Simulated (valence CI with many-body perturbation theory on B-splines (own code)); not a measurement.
The numbers below are computed, except where a source is named.
## Hyperfine factors and g values of Hf³⁹⁺

Method: valence CI with perturbative core correlation (CI+MBPT): five valence electrons over a frozen Dirac-Fock core [Ar] 3d10, radial functions for each j: 9 s, 9 p, 8 d, 6 f, 3 g, 1 h, with the one-electron correlation potential Σ1 (screened to all orders), the two-electron term Σ2, the three-electron term Σ3, Breit, model QED; selected single and double excitations, second order for the rest (own B-spline code, finite nucleus).

The last digits are not significant, and no measured levels were compared; by estimate large intervals hold to a few tenths of a per cent, small ones and those within an open d or f shell to about a per cent. Among the levels kept, up to 300 cm⁻¹ of a level comes from second order outside the variational space, and about a tenth of that is noise between levels of different J, which matters for small intervals.

A/g_I is the dipole constant over the nuclear g factor μ/I (μ in nuclear magnetons, uniformly magnetised nucleus), B/Q the quadrupole constant per barn. Both hold the static response of the core; the bare values leave it out. Large factors of s and p1/2 electrons are usually good to 5 to 10 %; those of open d and f shells near neutrality can be off by tens of per cent, and small factors of p3/2, d and f electrons come from cancelling terms and can be off by a factor of two or in sign, in half-filled shells by more. B is blank for J = 1/2, where it vanishes, and for nearly pure S terms. Energies count from the lowest level.

Levels are named by their leading jj configuration (3d3/2^4 stands for four electrons in 3d with j = 3/2), which in mixed levels can hold well under half, so a name can repeat and another be missing. Letters in brackets count levels of one name in rising energy.

```csv
Level,E (eV),g,A/g_I (MHz),A/g_I bare,B/Q (MHz/b),B/Q bare
(4s^2 4p1/2^2 4p3/2) J=3/2,0.00,1.370,49000,47000,93700,90600
(4s^2 4p1/2 4p3/2^2) J=3/2,76.25,1.453,-22900,-22600,12900,12500
(4s^2 4p1/2 4p3/2^2) J=5/2,81.49,1.196,126000,121000,-359,-335
(4s^2 4p1/2 4p3/2^2) J=1/2,88.08,0.660,425000,411000,,
(4s^2 4p1/2^2 4d3/2) J=3/2,146.57,0.794,19700,19800,11500,11400
(4s 4p1/2^2 4p3/2^2) J=5/2,163.28,1.393,180000,174000,4330,4310
(4s^2 4p3/2^3) J=3/2,165.26,1.300,52300,50300,-107000,-103000
(4s^2 4p1/2^2 4d5/2) J=5/2,176.28,1.293,125000,122000,40200,39100
(4s 4p1/2^2 4p3/2^2) J=1/2,183.48,2.128,1240000,1200000,,
(4s 4p1/2^2 4p3/2^2) J=3/2,185.67,1.166,-171000,-165000,-22800,-22100
(4s^2 4p1/2 4p3/2 4d3/2) J=5/2 [a],222.55,0.964,96400,93500,-14500,-13800
(4s^2 4p1/2 4p3/2 4d3/2) J=3/2 [a],222.63,0.919,83000,80800,-60700,-58700
(4s^2 4p1/2 4p3/2 4d3/2) J=1/2 [a],223.02,0.219,154000,151000,,
(4s^2 4p1/2 4p3/2 4d3/2) J=7/2,227.78,1.052,91600,88900,92800,90000
(4s^2 4p1/2 4p3/2 4d5/2) J=3/2 [a],238.30,1.490,99100,96100,-51400,-49600
(4s^2 4p1/2 4p3/2 4d5/2) J=7/2 [a],239.95,1.311,-18800,-17900,108000,105000
(4s^2 4p1/2 4p3/2 4d3/2) J=5/2 [b],241.44,1.198,23500,23000,55700,53900
(4s^2 4p1/2 4p3/2 4d3/2) J=3/2 [b],242.64,1.192,16400,15800,10600,10100
(4s^2 4p1/2 4p3/2 4d5/2) J=5/2 [a],242.92,1.212,156000,152000,-60200,-58100
(4s^2 4p1/2 4p3/2 4d3/2) J=1/2 [b],243.28,1.655,200000,192000,,
(4s^2 4p1/2 4p3/2 4d5/2) J=9/2,245.74,1.197,68800,66800,96200,93300
(4s^2 4p1/2 4p3/2 4d5/2) J=3/2 [b],256.63,1.182,49000,48000,-35900,-34700
(4s^2 4p1/2 4p3/2 4d5/2) J=7/2 [b],258.22,1.107,78700,76400,14500,14300
(4s^2 4p1/2 4p3/2 4d5/2) J=5/2 [b],258.38,1.207,13400,13200,7550,7580
(4s^2 4p1/2 4p3/2 4d5/2) J=1/2,258.88,1.435,-228000,-219000,,
(4s^2 4p1/2 4p3/2 4d5/2) J=3/2 [c],262.33,1.172,149000,145000,-34100,-33000
(4s 4p1/2 4p3/2^3) J=5/2,265.57,1.259,247000,239000,-94100,-91000
(4s 4p1/2 4p3/2^3) J=3/2,273.70,1.080,82500,79900,6070,5930
(4s 4p1/2 4p3/2^3) J=1/2,274.97,1.211,-293000,-283000,,
(4s 4p1/2^2 4p3/2 4d3/2) J=5/2 [a],313.16,1.285,196000,190000,32000,30900
(4s 4p1/2^2 4p3/2 4d3/2) J=3/2 [a],314.00,1.351,164000,159000,-4120,-4160
(4s 4p1/2^2 4p3/2 4d3/2) J=1/2 [a],314.03,2.545,699000,675000,,
(4s 4p1/2^2 4p3/2 4d3/2) J=7/2,316.16,1.299,197000,191000,86700,84000
(4s^2 4p3/2^2 4d3/2) J=3/2 [a],317.53,1.178,35900,34700,-41900,-40700
(4s^2 4p3/2^2 4d3/2) J=1/2,317.72,1.562,68700,65000,,
(4s^2 4p3/2^2 4d3/2) J=5/2,318.30,1.197,52700,51200,-9860,-9610
(4s^2 4p3/2^2 4d3/2) J=7/2,320.40,1.175,39000,38000,20700,20300
(4s^2 4p3/2^2 4d5/2) J=1/2,324.06,1.344,233000,227000,,
(4s^2 4p3/2^2 4d5/2) J=7/2,324.08,1.178,29400,28500,8310,8320
(4s^2 4p3/2^2 4d5/2) J=9/2,324.80,1.240,29100,28400,47800,46500
```

(1) Take the isotope of mass number 179, with I = 9/2, μ = -0.6389 μN and Q = 3.79 b. What is the hyperfine structure of (4s^2 4p1/2 4p3/2^2) J=5/2?

Answers

(1) From the table A = -17800 MHz, B = -1360 MHz. Shifts from the centre of gravity in MHz: F = 2: 244000, F = 3: 191000, F = 4: 120000, F = 5: 31500, F = 6: -75400, F = 7: -201000.
